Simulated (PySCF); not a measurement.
Si(H)2(Br)(Me) (CH5BrSi), SMILES Br[SiH2]C.

Geometry optimised at PBE0-D3(BJ)/def2-SVP.

Level of theory: TDA-LC-ωPBE/def2-SVPD (PySCF).

Vertical excitations.  State labels are in the subgroup Cs.

```csv
state,symmetry,energy (eV),λ (nm),f,main pairs
S1,A",7.27,171,0.020,HOMO→LUMO 78 %
S2,A',7.33,169,0.020,HOMO−1→LUMO 79 %
S3,A",8.39,148,0.002,HOMO→LUMO+1 65 %
S4,A',8.49,146,0.071,HOMO−1→LUMO+1 69 %
S5,A",8.73,142,0.006,"HOMO→LUMO+2 50 %, HOMO→LUMO+5 14 %, HOMO→LUMO+6 11 %"
S6,A',8.94,139,0.005,"HOMO−1→LUMO+2 50 %, HOMO−1→LUMO+5 15 %, HOMO−2→LUMO 9 %, HOMO−1→LUMO+6 8 %"
S7,A",8.99,138,0.002,"HOMO−4→LUMO 31 %, HOMO−1→LUMO+7 28 %, HOMO→LUMO+4 14 %, HOMO−1→LUMO+3 8 %"
S8,A',9.03,137,0.023,"HOMO−3→LUMO 47 %, HOMO−1→LUMO+4 20 %"
S9,A",9.18,135,0.022,"HOMO−1→LUMO+7 33 %, HOMO−1→LUMO+3 19 %, HOMO→LUMO+4 16 %, HOMO−4→LUMO 15 %"
S10,A',9.22,135,0.014,"HOMO→LUMO+7 44 %, HOMO→LUMO+3 21 %, HOMO−2→LUMO 15 %"
T1,A",6.73,184,0,HOMO→LUMO 77 %
T2,A',6.80,182,0,HOMO−1→LUMO 75 %
T3,A",7.94,156,0,"HOMO→LUMO+1 53 %, HOMO→LUMO+4 14 %, HOMO→LUMO+6 10 %"
T4,A',7.99,155,0,"HOMO−2→LUMO 38 %, HOMO−1→LUMO+1 17 %, HOMO→LUMO+7 7 %"
```
Triplets are in the Tamm–Dancoff approximation.
